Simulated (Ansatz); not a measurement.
B2P2⁺. The state is a doublet with charge 1. Geometry PBE-D4/def2-TZVP.

Cartesian coordinates in Å:
```
B 0.725 -0.331 -0.324
B -0.726 0.329 0.324
P -0.433 0.514 -1.493
P 0.434 -0.513 1.493
```

LC-ωPBE has ω = 0.4 bohr⁻¹. At PBE-D4/def2-SVP, BLYP-D4/def2-TZVP the gap within one spin of the charge 1 doublet nearly closes, so an electron or hole may be smeared out by delocalisation error. The structure comes from a short search, and lower isomers may exist.

Q: Estimate the α-spin orbital energies around the gap (eV) in Ansatz with PBE-D4/def2-SVP, BLYP-D4/def2-TZVP, r2SCAN-D4/def2-TZVP, PBE0-D4/def2-SVP, LC-ωPBE/def2-TZVP.

A: 
```csv
orbital,PBE-D4/def2-SVP,BLYP-D4/def2-TZVP,r2SCAN-D4/def2-TZVP,PBE0-D4/def2-SVP,LC-ωPBE/def2-TZVP
HOMO−13,-130.92,-130.56,-133.18,-137.21,-136.86
HOMO−12,-130.92,-130.56,-133.18,-137.21,-136.86
HOMO−11,-130.69,-130.34,-132.94,-136.99,-136.56
HOMO−10,-130.69,-130.34,-132.94,-136.99,-136.56
HOMO−9,-130.66,-130.29,-132.90,-136.98,-136.51
HOMO−8,-130.66,-130.29,-132.90,-136.98,-136.50
HOMO−7,-24.76,-24.30,-25.46,-27.09,-30.48
HOMO−6,-21.86,-21.47,-22.29,-23.82,-26.97
HOMO−5,-16.26,-16.03,-16.62,-17.77,-20.72
HOMO−4,-15.95,-15.61,-16.42,-17.48,-20.62
HOMO−3,-14.62,-14.14,-14.65,-15.47,-17.66
HOMO−2,-13.97,-13.59,-14.06,-15.12,-17.54
HOMO−1,-13.48,-13.22,-13.68,-14.73,-17.27
HOMO,-11.77,-11.41,-11.97,-12.76,-15.20
LUMO,-11.72,-11.36,-11.62,-10.97,-8.73
LUMO+1,-8.16,-7.92,-8.05,-7.39,-5.28
LUMO+2,-8.12,-7.75,-7.73,-7.08,-4.67
LUMO+3,-7.88,-7.69,-7.64,-6.75,-4.27
LUMO+4,-4.51,-4.79,-4.51,-3.53,-1.84
LUMO+5,-4.04,-4.54,-4.22,-2.85,-1.23
β HOMO,-13.39,-13.14,-13.58,-14.64,-17.14
β LUMO,-11.54,-11.23,-11.69,-11.06,-8.87
```
